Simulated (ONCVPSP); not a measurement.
# u(r) = r·R(r): atom against pseudo-atom (Nb)

Columns: radius, all-electron u(r) and pseudo u(r) of the 4p shell (level -33.56 eV) of niobium in the configuration [Ar] 3d10 4s2 4p6 4d4.5 5s0.5; PBEsol, scalar-relativistic, ONCV scheme, ONCVPSP 4.0.1.

```tsv
r (bohr)	all-electron	pseudo
0.143	0.1205	0.0360
0.285	-0.4804	0.1396
0.428	-0.3616	0.2984
0.570	0.0897	0.4836
0.713	0.5213	0.6668
0.855	0.8098	0.8201
0.998	0.9551	0.9254
1.140	0.9888	0.9665
1.283	0.9501	0.9425
1.425	0.8710	0.8699
1.568	0.7729	0.7728
1.710	0.6713	0.6713
1.853	0.5731	0.5731
1.995	0.4840	0.4840
2.138	0.4046	0.4046
2.280	0.3363	0.3363
2.423	0.2777	0.2777
2.565	0.2286	0.2286
2.708	0.1873	0.1873
2.850	0.1533	0.1533
2.992	0.1252	0.1251
3.135	0.1018	0.1018
3.278	0.0827	0.0827
3.420	0.0672	0.0672
3.563	0.0544	0.0544
3.705	0.0441	0.0441
```

(1) How many radial nodes do the two functions have?

(2) At about which radius was the pseudo-wave matched?

(3) Where does each function peak?

(4) Is the pseudo-wave norm-conserving?

Answers

(1) The all-electron 4p function has n − l − 1 = 2; the pseudo-wave has 0, since the states of the same l below it are removed with the core.

(2) 1.75 bohr. The columns agree to 0.0005 from 1.57 bohr on; several derivatives are matched, so the curves merge somewhat inside the radius.

(3) Outermost all-electron maximum near 1.14 bohr, pseudo maximum near 1.14 bohr (to the table’s step).

(4) Yes: the ONCV scheme keeps the norm inside the radius equal to the all-electron one, which fixes the energy derivative of the logarithmic derivative at the level.
